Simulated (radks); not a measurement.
Results of a calculation; reference values are marked as such.
Q: The mean radii <r> (bohr) of the occupied orbitals of an atom or ion are listed with their occupations. Code: a radial shooting solver on a logarithmic mesh with Libxc functionals. Model: scalar-relativistic Kohn-Sham, PBE, spin-polarised, spherical densities, finite nucleus; Fermi nuclear charge, rms radius of each element as measured or else 0.836 A^(1/3) + 0.57 fm.

| orbital | occ. | <r> |
|---|---|---|
| 1s up | 1 | 0.04550 |
| 1s down | 1 | 0.04550 |
| 2s up | 1 | 0.2028 |
| 2s down | 1 | 0.2028 |
| 2p up | 3 | 0.1772 |
| 2p down | 3 | 0.1772 |
| 3s up | 1 | 0.5983 |
| 3s down | 1 | 0.5982 |
| 3p up | 3 | 0.6174 |
| 3p down | 3 | 0.6169 |
| 3d up | 5 | 0.6807 |
| 3d down | 5 | 0.6760 |
| 4s up | 1 | 1.944 |
| 4s down | 1 | 1.934 |
| 4p up | 3 | 2.511 |

Name the element and its charge. Open shells, if any, are filled with parallel spins first.

A: Z = 33, arsenic, charge 0: As in [Ar] 3d10 4s2 4p3. The 1s radius gives Z: for a bare nucleus <r> = (2 gamma + 1)/(2Z) with gamma = sqrt(1 - (Z/c)^2), 0.04456 bohr for Z = 33, and screening makes it slightly larger (0.04550 here). The occupations add up to 33, and the charge is Z minus that.
